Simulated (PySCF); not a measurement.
Molecule: `CO[Si](C)(OC)OC`, C₄H₁₂O₃Si.

Geometry:
```
atom   x (Å)   y (Å)   z (Å)
  C1  -2.306   1.412  -0.186
  O2  -1.506   0.327  -0.560
 Si3  -0.041  -0.069   0.088
  C4  -0.228  -0.784   1.794
  O5   0.686  -1.141  -0.934
  C6   0.123  -2.325  -1.420
  O7   0.878   1.302   0.106
  C8   2.258   1.364   0.323
  H9  -1.758   2.367  -0.261
 H10  -3.178   1.460  -0.857
 H11  -2.684   1.314   0.849
 H12   0.750  -1.048   2.226
 H13  -0.844  -1.697   1.775
 H14  -0.715  -0.067   2.474
 H15  -0.822  -2.136  -1.959
 H16   0.831  -2.796  -2.120
 H17  -0.083  -3.052  -0.612
 H18   2.812   0.727  -0.389
 H19   2.595   2.403   0.189
 H20   2.534   1.051   1.348
```

Geometry PBE0-D3(BJ)/def2-SVP throughout; GIAO in PySCF 2.14.0 with density-fitted response routines, gas phase, one conformer, non-relativistic; equivalent atoms averaged; basis pcSseg-1.

Task: How do the absolute shieldings σ depend on the functional? (ppm; last column core-seconds on shared hosts with different chips, so compare them loosely; the GGAs took longer than the global hybrids here, which isn't the general rule, and the cause wasn't traced)

Result: 
```tsv
functional	kind	C1/C6/C8	C4	O2/O5/O7	Si3	H9/H10/H11/H15/H16/H17/H18/H19/H20	H12/H13/H14	core-s
HF	Hartree–Fock	144.4	199.7	331.6	435.8	28.33	31.74	17
PBE	GGA	127.2	192.4	291.1	376.6	27.53	31.31	47
BLYP	GGA	121.9	188.0	288.7	372.0	27.67	31.48	44
OPBE	GGA	133.7	195.4	294.9	399.8	27.64	31.30	46
KT3	GGA	130.5	193.3	290.3	409.1	27.72	31.41	51
B3LYP	global hybrid	127.3	190.9	299.6	383.5	27.79	31.48	34
PBE0	global hybrid	133.2	195.4	304.0	391.3	27.72	31.35	35
mPW1PW91	global hybrid	132.3	194.2	303.5	391.0	27.78	31.40	30
WP04	global hybrid	119.1	180.9	294.6	395.5	28.18	31.57	36
B97-2	global hybrid	132.5	194.1	303.5	399.8	27.84	31.45	33
```

Task: Which nucleus moves most, in ppm?

Result: Si3 (silicon bonded to C, 3 O): from 372.0 ppm with BLYP to 435.8 ppm with HF. The smallest spread is 0.43 ppm, at H12/H13/H14. Proton shifts span only some 12 ppm, so a few tenths of a ppm matter as much there as several ppm in carbon.
